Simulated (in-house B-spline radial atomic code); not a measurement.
BHandHLYP excitations of Pr5+

Method: BHandHLYP. Computed with a B-spline radial code for spherical atoms: linear response of the closed shell [Kr] 4d10 5s2 5p6 with the functional's adiabatic kernel; scalar-relativistic (spin-free one-electron X2C), finite nucleus, no spin-orbit coupling, no double excitations, S, P, D and F terms only; shells from n = 3 respond. Only terms of natural parity with L up to 3 were computed.

Spin-orbit coupling is strong here, so these LS terms don't match observed levels.

Command:
```bash
python run_td.py task.json out
```
Settings (radii: box in bohr, nucleus in fm):
```
Z                        59
electrons                54
configuration            [Kr] 4d10 5s2 5p6
hamiltonian              x2c
method                   bhandhlyp
box_radius               16.35
rms_radius               4.8919
intervals                70
```

Cost of the run: 5 s on 1 thread of Arm Neoverse N1, on a shared host.

The lowest states, in the order of their Tamm-Dancoff energies; the method's threshold (minus the highest occupied level) is 80.50 eV. Labels give the largest channel, * marks a mixed state, and oscillator strengths are full-response dipole values. Semilocal kernels can invert the small singlet-triplet splittings of Rydberg terms. Energies in eV:

| state | full response | Tamm-Dancoff | oscillator strength |
| --- | --- | --- | --- |
| 5p → 4f 3D | 8.220 | 8.287 | - |
| 5p → 4f 1D | 10.399 | 10.588 | - |
| 5p → 5d 3P | 26.151 | 26.224 | - |
| 5p → 5d 3F | 26.382 | 26.569 | - |
| 5p → 5d 1F | 28.714 | 28.744 | - |
| 5s → 4f 3F | 31.37 | 31.40 | - |
| 5s → 4f 1F | 32.30 | 32.32 | - |
| 5p → 5d 1P | 34.37 | 35.58 | 5.34 |
| 5p → 6s 3P | 37.31 | 37.32 | - |
| 5p → 6s 1P | 37.98 | 38.00 | 1.3 |
| 5p → 6p 3S | 43.20 | 43.22 | - |
| 5p → 6p 3D | 43.92 | 43.93 | - |
| 5p → 6p 1D | 44.33 | 44.34 | - |
| 5p → 6p 1S | 46.24 | 46.42 | - |
| 5s → 5d 3D* | 49.14 | 49.18 | - |
| 5p → 5f 3D* | 52.41 | 52.41 | - |
| 5s → 5d 1D | ? | ? | - |
| 5p → 5f 1D | ? | ? | - |
| 5p → 6d 3P | 53.34 | 53.35 | - |
| 5p → 6d 3F | 53.51 | 53.52 | - |
| 5p → 6d 1F | 53.82 | 53.83 | - |
| 5p → 6d 1P | 54.58 | 54.78 | 0.14 |

Task: Where does 5p → 5f 1D lie?

Result: At 52.63 eV in full response, 52.65 eV in Tamm-Dancoff.

Task: Where does 5s → 5d 1D lie?

Result: At 52.30 eV in full response, 52.42 eV in Tamm-Dancoff.

Task: How large is the singlet-triplet splitting of 5p → 4f (D terms) in Tamm-Dancoff?

Result: 2.3 eV, from the unrounded values.

Task: What polarisabilities and dispersion coefficient does the method give?

Result: Dipole 4.56 bohr³, quadrupole 13.7 bohr⁵, C6 23.05 hartree·bohr⁶ for two such species.
